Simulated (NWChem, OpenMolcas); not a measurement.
## The same job for OpenMolcas

This NWChem 7.3.0 job computes AlNH4O2 (SMILES [NH2][Al]([OH])[OH]):

run.py:
```python
from ase import Atoms
from ase.calculators.nwchem import NWChem

molecule = Atoms(['N', 'Al', 'O', 'O', 'H', 'H', 'H', 'H'], positions=[
    [-0.453400, 1.370900, 0.159000],
    [0.021900, -0.314300, -0.015200],
    [1.569400, -0.806100, -0.500900],
    [-1.140100, -1.496100, 0.324200],
    [0.132800, 2.170000, -0.009000],
    [-1.372600, 1.662000, 0.447700],
    [2.287000, -0.213800, -0.712700],
    [-0.952800, -2.429800, 0.251200],
])

calc = NWChem(
    label='work',
    theory='dft',
    memory='2200 mb',
    basis='6-311+G**',
    basispar='spherical bse',
    dft={'xc': 'm06-2x', 'mult': '1', 'grid': 'fine', 'convergence': 'energy 1e-08', 'iterations': '100', 'mulliken': None, 'print': 'low'},
)
molecule.calc = calc

forces = molecule.get_forces()
print(f"energy = {molecule.get_potential_energy():.6f} eV")
print("forces (eV/A):")
for s, f in zip(molecule.symbols, forces):
    print(f"{s:2s} {f[0]:10.5f} {f[1]:10.5f} {f[2]:10.5f}")
```

```bash
$ export ASE_NWCHEM_COMMAND="nwchem PREFIX.nwi > PREFIX.nwo"
$ python run.py
```

The coordinates come from a PBE0-D4/def2-TZVP relaxation. This is one conformer, not always the lowest.

It gives a total energy of -450.169715 Eh.

Q: How is this level of theory, on these atoms, set up in OpenMolcas 26.06 as an input file of the program's own?

A: This input was run:

geom.xyz:
```
8

N     -0.453400     1.370900     0.159000
Al     0.021900    -0.314300    -0.015200
O      1.569400    -0.806100    -0.500900
O     -1.140100    -1.496100     0.324200
H      0.132800     2.170000    -0.009000
H     -1.372600     1.662000     0.447700
H      2.287000    -0.213800    -0.712700
H     -0.952800    -2.429800     0.251200
```

mol.input:
```
* AlH4NO2 Kohn-Sham DFT
>>> EXPORT MOLCAS_PRINT=2

&GATEWAY
  BASLIB
  $CurrDir
  COORD
  geom.xyz
  BASIS
  6-311pGss
  GROUP
  NoSym

&SEWARD
  GRIDINPUT
  Grid=UltraFine
  End of Grid

&SCF
  KSDFT
  M062X
  THRESHOLDS
  1e-10 1e-07 1e-07 1e-05
  PRORBITALS
  0

&ALASKA
```

```bash
$ export MOLCAS_MEM=1860
$ pymolcas mol.input > mol.log
```

(Basis files named in the input come from the Basis Set Exchange and aren't shown.)

Its energy is -450.169720 Eh, 0.005 mEh from the first.
